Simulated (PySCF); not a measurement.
Isomers of C4H7F3S2Si, mass 203.971 u with the commonest isotopes. Method: PBE0/pcSseg-1 in PySCF (dipole) on a GFN2-xTB geometry, gas phase. One conformer each, none proved a minimum here; rigid rotors.

Question: Order these by rotational constant A, smallest first.
A. `[CH3:1][S:2][SiH2:3][S:4]/[CH:5]=[CH:6]/[C:7]([F:8])([F:9])[F:10]` with C1–S2–Si3–S4 -177°, S2–Si3–S4–C5 -27°, Si3–S4–C5–C6 -174°
B. `[F:1][C:2]([F:3])([F:4])[CH2:5][C@H:6]1[CH2:7][S:8][SiH2:9][S:10]1` with C2–C5–C6–C7 68°, C5–C6–C7–S8 179°, C6–C7–S8–Si9 -43°, C7–S8–Si9–S10 13°, S8–Si9–S10–C6 12°
C. `[CH3:1][Si@@H:2]1[S:3][CH2:4][C@H:5]([C:6]([F:7])([F:8])[F:9])[S:10]1` with C1–Si2–S3–C4 -106°, Si2–S3–C4–C5 -40°, S3–C4–C5–C6 -179°, C4–C5–S10–Si2 -44°
D. `[F:1][CH:2]([F:3])[C@@H:4]1[SiH2:5][S:6][CH2:7][S:8][C@@H:9]1[F:10]` with F1–C2–C4–Si5 -169°, C2–C4–Si5–S6 -176°, C4–Si5–S6–C7 47°, Si5–S6–C7–S8 -63°, S6–C7–S8–C9 72°

Answer: D (1265 MHz), A (1479 MHz), C (1588 MHz), B (1748 MHz).

Question: Order these by out-of-plane moment Σ m c² = (Ia + Ib − Ic)/2, smallest first.
A. `[F:1][CH:2]([F:3])[C@@H:4]1[SiH2:5][S:6][CH2:7][S:8][C@@H:9]1[F:10]` with F1–C2–C4–Si5 -169°, C2–C4–Si5–S6 -176°, C4–Si5–S6–C7 47°, Si5–S6–C7–S8 -63°, S6–C7–S8–C9 72°
B. `[CH3:1][S:2][SiH2:3][S:4]/[CH:5]=[CH:6]/[C:7]([F:8])([F:9])[F:10]` with C1–S2–Si3–S4 -177°, S2–Si3–S4–C5 -27°, Si3–S4–C5–C6 -174°
C. `[F:1][C:2]([F:3])([F:4])[CH2:5][C@H:6]1[CH2:7][S:8][SiH2:9][S:10]1` with C2–C5–C6–C7 68°, C5–C6–C7–S8 179°, C6–C7–S8–Si9 -43°, C7–S8–Si9–S10 13°, S8–Si9–S10–C6 12°

Answer: B (53.62 u·Å²), C (58.20 u·Å²), A (76.51 u·Å²).

Question: Order these by rotational constant B, smallest first.
A. `[CH3:1][Si@@H:2]1[S:3][CH2:4][C@H:5]([C:6]([F:7])([F:8])[F:9])[S:10]1` with C1–Si2–S3–C4 -106°, Si2–S3–C4–C5 -40°, S3–C4–C5–C6 -179°, C4–C5–S10–Si2 -44°
B. `[F:1][CH:2]([F:3])[C@@H:4]1[SiH2:5][S:6][CH2:7][S:8][C@@H:9]1[F:10]` with F1–C2–C4–Si5 -169°, C2–C4–Si5–S6 -176°, C4–Si5–S6–C7 47°, Si5–S6–C7–S8 -63°, S6–C7–S8–C9 72°
C. `[F:1][C:2]([F:3])([F:4])[CH2:5][C@H:6]1[CH2:7][S:8][SiH2:9][S:10]1` with C2–C5–C6–C7 68°, C5–C6–C7–S8 179°, C6–C7–S8–Si9 -43°, C7–S8–Si9–S10 13°, S8–Si9–S10–C6 12°
D. `[CH3:1][S:2][SiH2:3][S:4]/[CH:5]=[CH:6]/[C:7]([F:8])([F:9])[F:10]` with C1–S2–Si3–S4 -177°, S2–Si3–S4–C5 -27°, Si3–S4–C5–C6 -174°

Answer: D (346.9 MHz), C (449.5 MHz), A (543.2 MHz), B (647.5 MHz).

```json
{"SMILES": "CS[SiH2]S/C=C/C(F)(F)F", "point group": "C1", "Ia (u·Å²)": "341.70", "Ib (u·Å²)": "1456.86", "Ic (u·Å²)": "1691.31", "κ": "-0.92", "μa (D)": "4.91", "μb (D)": "0.47", "μc (D)": "0.65"}
{"SMILES": "FC(F)[C@@H]1[SiH2]SCS[C@@H]1F", "point group": "C1", "Ia (u·Å²)": "399.65", "Ib (u·Å²)": "780.45", "Ic (u·Å²)": "1027.08", "κ": "-0.60", "μa (D)": "0.39", "μb (D)": "0.27", "μc (D)": "0.93"}
{"SMILES": "FC(F)(F)C[C@H]1CS[SiH2]S1", "point group": "C1", "Ia (u·Å²)": "289.17", "Ib (u·Å²)": "1124.33", "Ic (u·Å²)": "1297.10", "κ": "-0.91", "μa (D)": "1.10", "μb (D)": "0.89", "μc (D)": "0.54"}
{"SMILES": "C[Si@@H]1SC[C@H](C(F)(F)F)S1", "point group": "C1", "Ia (u·Å²)": "318.27", "Ib (u·Å²)": "930.31", "Ic (u·Å²)": "1095.78", "κ": "-0.85", "μa (D)": "2.41", "μb (D)": "0.17", "μc (D)": "0.10"}
```
